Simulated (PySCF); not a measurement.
HNSi, SMILES N#[SiH]. Heavy atoms are numbered as in [SiH:2]#[N:3]. Hydrogens are named by the atom that carries them.

Geometry optimised at B3LYP-D3(BJ)/def2-TZVPD.

Calculation: PBE/pcSseg-2 (PySCF).

GIAO shieldings, no solvent; atoms alike by connectivity are averaged. δ = σ(ref) − σ: ¹H against TMS (σ = 31.47 ppm); ²⁹Si against TMS (σ = 324.1 ppm); ¹⁵N against NH3 (σ = 262.8 ppm), references at their B3LYP-D3(BJ)/def2-TZVP geometries, non-relativistic.

```csv
nucleus,atoms,count,δ (ppm)
¹H,H on Si2,1,7.70
²⁹Si,Si2 (SiH),1,-8.8
¹⁵N,N3,1,474.9
```
